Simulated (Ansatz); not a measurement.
`[SiH3][O][Mg][N]([SiH3])[SiH3]` + `N=C(N)[SeH]` → `N=C(N)[Se][SiH3]` + `[OH][Mg][N]([SiH3])[SiH3]`  (ligand exchange at the Si–O bond)

Program: Ansatz. Geometries: PBE0-D4/def2-TZVP. ΔE: electronic, gas phase. CBS: MP2 limit from def2 TZ/QZ plus the TZ coupled-cluster correction, frozen cores. Functionals use def2-TZVPP. B3LYP here is the variant with VWN-RPA as its local correlation; programs differ in this. For Mg, Se outer-core shells are correlated without core-valence functions, which leaves a few kJ/mol of doubt a bond. Scalar relativity is left out up to krypton. Each species was taken in one conformer, which may not be the lowest.

CCSD(T)/CBS gives +60.9 kJ/mol.

Question: Another level gave +66.0 kJ/mol. Which?
A. HF/def2-TZVPP
B. PBE0-D4/def2-TZVPP
C. ωB97X-V/def2-TZVPP
D. B3LYP/def2-TZVPP

Answer: D. B3LYP 66.0, PBE0-D4 48.2, ωB97X-V 58.7, HF/def2-TZVPP 83.5 kJ/mol.

Largest T1 diagnostic among the species: 0.013.

The D4 term adds −6.6 kJ/mol with B3LYP and −3.6 kJ/mol with PBE0; it sums over pairs of atoms, weighted by their polarisabilities, and B3LYP, whose exchange is more repulsive, gets the larger term. From PBE to PBE0 (25 % exact exchange), in def2-TZVPP and without D4, ΔE moves by +4.2 kJ/mol.
